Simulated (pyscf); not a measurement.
PySCF, gas phase, ωB97X-D3(BJ)/def2-SVP geometries. Correlated levels are frozen-core, on RHF or UHF. ΔMP2 is the change of the MP2 total energy from the triple- to the quadruple-zeta basis.

Question: `[AsH]=[InH]` -> `[AsH2][In]` [singlet]
Surface: singlet. Broken: H–In. Formed: As–H. Give ΔE‡ and ΔE from CCSD(T)/def2-TZVPP + ΔMP2(QZVPP), relative to the reactant's lowest minimum found.

Answer: ΔE‡ = 1.27 eV, ΔE = -0.90 eV. Zero-point energy shifts the barrier by -0.05 eV. It is a hydrogen shift, with an imaginary mode of 868i cm⁻¹. One saddle was located; it need not be the lowest between these sides. A restricted solution here is unstable towards spin polarisation, so biradical character is likely and single-reference numbers are less safe. The CCSD(T) − MP2 part came from Ansatz, without density fitting, on the same reference. The frozen core leaves the outer d or s,p core shells of the metals and heavy elements correlated in the MP2 and CC values, and def2-TZVPP describes them poorly, which can shift differences by a few kcal/mol. Elements up to Kr have no core potential and no relativistic terms here. Elements past Kr carry the def2 core potentials, without spin-orbit coupling.
